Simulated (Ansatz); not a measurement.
`[F][Sb][SiH3]`, charge 0, multiplicity 2.

Q: Give a relaxed structure at PBE0-D4/def2-TZVP (Ansatz). (Best estimate.)

A: Ansatz gave: 
Z-matrix (Å, degrees):
```
Si
Sb 1 2.584
H 1 1.486 2 110.6
H 1 1.489 2 107.7 3 119.3
H 1 1.486 2 110.6 3 -121.4
F 2 1.930 1 92.8 3 60.3
```
Point group Cs.
